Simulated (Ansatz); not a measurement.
CH$_{2}$OSZn (`C1[O][Zn][S]1`). Charge 0, multiplicity 1. All single points use the PBE0-D4/def2-TZVP geometry.

```xyz
6

C     0.184    0.456   -0.055
O     0.208   -0.351   -1.189
Zn   -0.576   -1.763   -0.264
S    -0.570   -0.424    1.455
H     1.194    0.740    0.259
H    -0.440    1.343   -0.205
```

Problem. What is the dipole moment at r2SCAN/def2-TZVPP? (Best estimate.)

Solution. Ansatz gave: 3.08 D, with components (-0.79, -2.84, -0.92) D in this frame, pointing from negative to positive charge.

Problem. And with PBE, B3LYP, ωB97M-V? (Estimate.)

Solution. The calculation gave: PBE 2.73 D, B3LYP 3.12 D, ωB97M-V 3.65 D.

Problem. Give the Mulliken charges with r2SCAN, B3LYP, PBE in def2-TZVPP. (An estimate is asked.)

Solution. Computed: 
```json
{"atom": "C1", "r2SCAN": "0.24", "B3LYP": "0.14", "PBE": "0.11"}
{"atom": "O2", "r2SCAN": "-0.52", "B3LYP": "-0.51", "PBE": "-0.43"}
{"atom": "Zn3", "r2SCAN": "0.50", "B3LYP": "0.49", "PBE": "0.41"}
{"atom": "S4", "r2SCAN": "-0.35", "B3LYP": "-0.32", "PBE": "-0.30"}
{"atom": "H5", "r2SCAN": "0.06", "B3LYP": "0.10", "PBE": "0.10"}
{"atom": "H6", "r2SCAN": "0.06", "B3LYP": "0.10", "PBE": "0.10"}
```

B3LYP here is the variant with VWN-RPA as its local correlation; programs differ in this.
